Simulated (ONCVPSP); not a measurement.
# What one change does to a pseudopotential (carbon (C), ONCV)

```
Element                 : C (Z = 6)
Generator               : ONCVPSP 4.0.1
Type                    : optimised norm-conserving Vanderbilt (ONCV)
Functional              : PW91
Relativity              : scalar-relativistic
Frozen core             : [He]
Valence charge          : 4
Reference configuration : 2s2 2p2
Partial waves           : 2s: rc 1.10 bohr, ncon 3, nbas 7, qcut 4.9 1/bohr, 1 projector; 2p: rc 2.90 bohr, ncon 4, nbas 9, qcut 3.8 1/bohr, 1 projector
Local potential         : polynomial inside 0.95 bohr (lpopt 2, dvloc0 4 Ha)
Core correction         : Teter function fitted to the true core (icmod 2), fcfact 0.7
```

Change: s: qcut 3.4; p: qcut 2.7.

Cutoffs: the cutoffs (Ha) at which the residual kinetic energy of the hardest occupied pseudo-wave falls to 1 and 0.1 mHa per electron; they do not see the model core or the augmentation charge, which bear on the density cutoff. Errors are all-electron minus pseudo energies relative to the spin-unpolarised reference configuration.

How do hardness, ghosts and transferability respond?

The potential gets harder (37 Ha and 114 Ha → 97 Ha and 156 Ha); of the 4 tests that both files solve, the error grows in 4 and shrinks in 0 by more than 15 % and 0.3 meV (median size 934.6 → 1483.0 meV); neither file shows a bound ghost.

```csv
quantity,base,changed
"cutoff, loose",37 Ha,97 Ha
"cutoff, tight",114 Ha,156 Ha
loose cutoff by channel,"s 37 Ha, p 6.2 Ha","s 97 Ha, p 27 Ha"
bound ghosts,none,none
GHOST(+) flags under 300 eV,none,none
"error for 2s2 2p1, meV [ΔE 10.93 eV]",+215,+362
"error for 2s2 2p0, meV [ΔE 35.16 eV]",+1654,+2604
"error for 2s1 2p0, meV [ΔE 83.42 eV]",+3102,+4844
"error for 2s1 2p3, meV [ΔE 8.47 eV]",-66,-132
s: phases at 1.12 bohr within 0.05 rad from the reference energy up to (Ha; the scan ends near 5),4.0,3.5
p: phases at 2.94 bohr within 0.05 rad from the reference energy up to (Ha; the scan ends near 5),0.2,0.1
"rms error of d²Exc/dni dnj with the model core, mHa",0.43,2.41
```
